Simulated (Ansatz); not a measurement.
O2Si, triplet, geometry from GFN2-xTB (a higher spin typed on purpose: for a closed-shell molecule this is an excited state); PBE0/6-31G* (Ansatz, a first-principles code).

Here is a job for Ansatz.
Ansatz 0.2 input:
```yaml
crystal:
  periodic: [false, false, false]
  atoms:
    - {symbol: O, position_ang: [-1.25209476, 0.43857993, -0.24641232]}
    - {symbol: Si, position_ang: [-0.03540361, -0.36887068, 0.27017815]}
    - {symbol: O, position_ang: [1.31405109, 0.20694376, -0.22639944]}
basis:
  gaussian:
    orbitals: 6-31G*
hamiltonian:
  xc: pbe0
magnetization: {spin_polarized: true, initial_magnetization: 2}
```

**Question.** Predict the main parts of the log of this Ansatz run.

**Answer.** 
```
Functional definition: PBE0
417 factors; integrals over basis functions are off by at most 1.2e-3 eV
mean field evaluation 1: about -11955.2364 eV, gradient 3.7e1 eV
mean field evaluation 2: about -11940.0626 eV, gradient 7.1e1 eV
mean field evaluation 4: about -11960.7087 eV, gradient 1.2e0 eV
mean field evaluation 8: about -11960.8180 eV, gradient 9.3e-2 eV
mean field evaluation 16: about -11960.8186 eV, gradient 9.7e-5 eV
mean field -11960.81857069 eV, -439.5519751387 hartree, gradient 6.4e-6 eV, S^2 2.012010; 1 other end points of the search recorded, 0 dependent functions left out
reference -11960.81859110 eV, -439.5519758891 hartree; 16, 14 occupied and 33, 35 virtual orbitals, 417 factors
Total energy: -11960.81859110 eV, -439.5519758891 hartree
```
